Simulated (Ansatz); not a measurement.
`F[SiH2]O[SiH3]` + HCl → `F[SiH2]Cl` + silanol at 500 K and 1 bar (ligand exchange at the Si–O bond).

Gas-phase electronic energies from Ansatz, PBE0-D4/def2-TZVP geometries. CCSD(T)/CBS adds triple-zeta CCSD(T) − MP2 to the extrapolated MP2 energy (def2 sets, frozen cores). This one scheme is used for every species. Each species was taken in one conformer, which may not be the lowest.

```
         species  CCSD(T)/CBS energy (Eh)  H − E (kJ/mol)  S (J/(mol·K))
`F[SiH2]O[SiH3]`               -756.28164           174.8          408.0
             HCl               -460.38127            32.5          201.9
     `F[SiH2]Cl`               -849.96195            83.3          315.2
       `O[SiH3]`               -366.69042           127.5          292.9
```

H − E and S are ideal-gas, rigid-rotor, harmonic terms from PBE0-D4/def2-TZVP, for one conformer and one mirror image of each species. 1 Eh = 2625.50 kJ/mol, R = 8.31446 J/(mol·K).

Task: By hand: ΔE, ΔH, ΔS and ΔG.

Result: ΔE = (-849.96195) + (-366.69042) − (-756.28164) − (-460.38127) = 0.01054 Eh = 27.7 kJ/mol. Δ(H − E) = 83.3 + 127.5 − 174.8 − 32.5 = 3.5, so ΔH = 31.2 kJ/mol. ΔS = 315.2 + 292.9 − 408.0 − 201.9 = -1.8 J/(mol·K). ΔG = 31.2 − 500 × (-1.8)/1000 = 32.1 kJ/mol.

Task: By hand: the equilibrium constant, and the temperature at which ΔG would vanish if ΔH and ΔS stayed fixed.

Result: log₁₀ K = −ΔG/(RT ln 10) = -3.4. ΔH and −TΔS have one sign here, so there is no such temperature. One of them is within its doubt of zero, so this could turn.

The number of gas molecules stays the same, so ΔS is small and ΔH decides. A doubt of 5 kJ/mol in ΔE shifts log₁₀ K by 0.5 here. Other conformers and mirror images would add mixing entropy, several J/(mol·K) or more a flexible species. Modes under 60 cm⁻¹, often nearly free rotors, make the harmonic entropy too high. These are equilibria of isolated gas molecules and say nothing of rates. Largest T1 diagnostic: 0.011 (customary marks: 0.02 for closed shells, 0.045 for open ones).
